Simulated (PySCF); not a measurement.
C₆ coefficients of unlike pairs at PBE0

Calculated with PySCF 2.14 from the dipole response of each species, C₆(A,B) = (3/π) ∫ α_A(iu) α_B(iu) du, in atomic units, from isotropic polarisabilities. For ions this is the dispersion term alone; charge-induced terms of lower order in 1/R come first.

```tsv
species	configuration	basis	relativity	α (bohr³)	C₆ (like pair)
S(2+)	[Ne] 3s2 3p2 (3P)	x2c-TZVPPall with one added diffuse shell each of s, p, d type (6s6p4d1f)	spin-free X2C	7.281	26.38
Zr	[Kr] 4d2 5s2 (3F)	aug-cc-pwCVTZ-PP with ECP28MDF (8s8p7d4f3g)	core potential	126.8	1787
Ga(2+)	[Ar] 3d10 4s1 (2S)	aug-cc-pVTZ-DK (7s6p4d2f)	spin-free X2C	10.12	29.09
Ne+	[He] 2s2 2p5 (2P)	aug-cc-pVDZ-DK (4s3p2d)	spin-free X2C	1.204	2.124
```

(1) Estimate C₆ for Ne+ with Zr.

No spin-orbit coupling is included.

The other pairs:

```
         pair     C₆
  Ne+, Ga(2+)  6.185
Ga(2+), S(2+)  26.97
   Ne+, S(2+)  6.556
   Ga(2+), Zr  210.0
    Zr, S(2+)  178.3
```

Results:

(1) The integral gives 35.93. The combination rule 2 C_A C_B / (C_A α_B/α_A + C_B α_A/α_B) gives 31.55 and the geometric mean 61.60.
